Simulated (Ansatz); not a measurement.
## One elementary step

Start structure (CH5ClZn, singlet), relaxed at PBE0-D4/def2-TZVP:

Zn1  (-0.345, -0.369, -0.937)
C2  (1.164, -0.792, 0.181)
Cl3  (-1.992, 0.078, -2.180)
H4  (-1.380, 1.880, 1.164)
H5  (-1.828, 1.826, 0.568)
H6  (2.097, -0.630, -0.362)
H7  (1.163, -0.158, 1.069)
H8  (1.122, -1.835, 0.498)
(Å)

The step: CH₃ClZn ([CH3][Zn][Cl]) + H₂ → ZnHCl ([Cl][ZnH]) + CH₄; bonds formed: Zn1–H5, C2–H4; bonds broken: Zn1–C2, H4–H5. Ansatz 0.2.0; basis: def2-TZVPP and def2-QZVPP; cores frozen in the correlated methods. The 3s and 3p shells of Cu and Zn are frozen; filled d shells are correlated. Extrapolation: Hartree–Fock as exp(−7.88 √X), correlation as X^−2.97. Energies below are by CCSD(T) at an estimated basis limit (MP2 extrapolated from triple and quadruple zeta, plus CCSD(T) − MP2 in triple zeta).

What are the electronic barrier and the energy of the step, from the start structure to the end structure? (Judge from chemistry; the value comes from the calculation.)

By the calculation: Barrier 48.14 kcal/mol; step energy -8.68 kcal/mol (downhill); reverse barrier, their difference, 56.82 kcal/mol. Barrier and step energy count from the start structure, the reverse barrier from the end structure.

The saddle point: One imaginary mode of 1629i cm⁻¹.
| pair | start (Å) | saddle (Å) | end (Å) |
| --- | --- | --- | --- |
| Zn1–H5 | 3.05 | 1.76 | 1.52 |
| C2–H4 | 3.82 | 1.53 | 1.09 |
| Zn1–C2 | 1.93 | 2.14 | 3.35 |
| H4–H5 | 0.75 | 1.11 | 3.00 |

Zero-point energy (harmonic, PBE0-D4): ZPE is 30.25 kcal/mol at the start and 30.65 kcal/mol at the saddle, so the barrier goes from 48.14 to 48.54 kcal/mol.

T1 diagnostic: at most 0.014. The end structure is not quite a true minimum (one mode of 29i cm⁻¹).

Labels in which every atom is bracketed show which atoms are joined, not bond orders.

For scale, one of the runs: CCSD(T)/def2-TZVPP, 207 basis functions, launched by `ansatz run in.yaml --threads 4 --pin off --events-out ev --progress --plain --max-ram 9574MiB`. Time: 70 s of wall clock on 4 CPU threads of an Intel Xeon; the host was shared. Peak host memory: 2.6 GiB.
